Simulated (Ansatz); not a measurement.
One change: `C[Se]BCF` becomes `C[Se]BF`.

Ansatz, PBE0-D4/def2-TZVP geometries, multiplicity 1. Each molecule was computed in one conformer, which needn't be the lowest.

Scalar relativity is left out up to krypton.

```json
{"property": "HOMO–LUMO gap (B3LYP/def2-TZVPP) / eV", "`C[Se]BCF`": "5.80"}
{"property": "size of the dipole moment (B3LYP/def2-TZVPP) / D", "`C[Se]BCF`": "2.51"}
{"property": "HOMO–LUMO gap (ωB97M-V/def2-TZVPP) / eV", "`C[Se]BCF`": "10.26"}
{"property": "HOMO energy (PBE/def2-TZVPP) / eV", "`C[Se]BCF`": "-6.30"}
{"property": "HOMO energy (ωB97M-V/def2-TZVPP) / eV", "`C[Se]BCF`": "-9.51"}
{"property": "HOMO energy (B3LYP/def2-TZVPP) / eV", "`C[Se]BCF`": "-7.16"}
```

**Question.** What does the change do to each property? (An estimate is asked.)

**Answer.** Ansatz gave: 
```json
{"property": "HOMO–LUMO gap (B3LYP/def2-TZVPP) / eV", "`C[Se]BF`": "6.17", "shift": "0.37"}
{"property": "size of the dipole moment (B3LYP/def2-TZVPP) / D", "`C[Se]BF`": "2.21", "shift": "-0.30"}
{"property": "HOMO–LUMO gap (ωB97M-V/def2-TZVPP) / eV", "`C[Se]BF`": "10.67", "shift": "0.41"}
{"property": "HOMO energy (PBE/def2-TZVPP) / eV", "`C[Se]BF`": "-6.16", "shift": "0.14"}
{"property": "HOMO energy (ωB97M-V/def2-TZVPP) / eV", "`C[Se]BF`": "-9.38", "shift": "0.13"}
{"property": "HOMO energy (B3LYP/def2-TZVPP) / eV", "`C[Se]BF`": "-7.03", "shift": "0.13"}
```

With PBE0 the HOMO rises by 0.12 eV and the LUMO rises by 0.52 eV, so the gap widens by about 0.40 eV. PBE moves the HOMO by 0.14 eV and ωB97M-V by 0.13 eV. Dipoles are sizes alone; their direction can turn.

B3LYP here is the variant with VWN-RPA as its local correlation; programs differ in this.

Spin–orbit coupling is left out; it splits and shifts lone-pair levels of the heavy atoms by tenths of an eV.
